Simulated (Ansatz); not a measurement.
CdCl$_{2}$ (SMILES [Cl][Cd][Cl]), singlet, geometry from GFN2-xTB (such geometries of metal compounds can be far from the true shape) (core potentials on Cd); Ansatz (an electronic-structure program) with HF/def2-QZVPP.

Ansatz was given this input:
Ansatz 0.2 input:
```yaml
crystal:
  periodic: [false, false, false]
  atoms:
    - {symbol: Cd, position_ang: [-0.39671305, 0.18389913, -0.31449633]}
    - {symbol: Cl, position_ang: [1.79622522, 0.09929264, -0.90545355]}
    - {symbol: Cl, position_ang: [-0.67609427, -0.61853724, 1.79344318]}
basis:
  gaussian:
    orbitals: def2-QZVPP.json
hamiltonian:
  xc: hf
```
The basis file holds def2-QZVPP in the JSON format of the Basis Set Exchange.

### Question
Write the output that Ansatz gives for this input, abridged.

### Answer

```
Functional definition: HF
1371 factors; their error is unknown
mean field evaluation 1: about -29549.5746 eV, gradient 2.4e1 eV
mean field evaluation 2: about -29550.8569 eV, gradient 1.5e1 eV
mean field evaluation 4: about -29551.2143 eV, gradient 7.3e-1 eV
mean field evaluation 8: about -29551.3751 eV, gradient 8.2e-1 eV
mean field -29551.37525155 eV, -1085.9930098528 hartree, gradient 3.9e-5 eV, S^2 0.000000; 0 other end points of the search recorded, 0 dependent functions left out
reference -29551.37525155 eV, -1085.9930098528 hartree; 27, 27 occupied and 201, 201 virtual orbitals, 1371 factors
Total energy: -29551.37525155 eV, -1085.9930098528 hartree
```
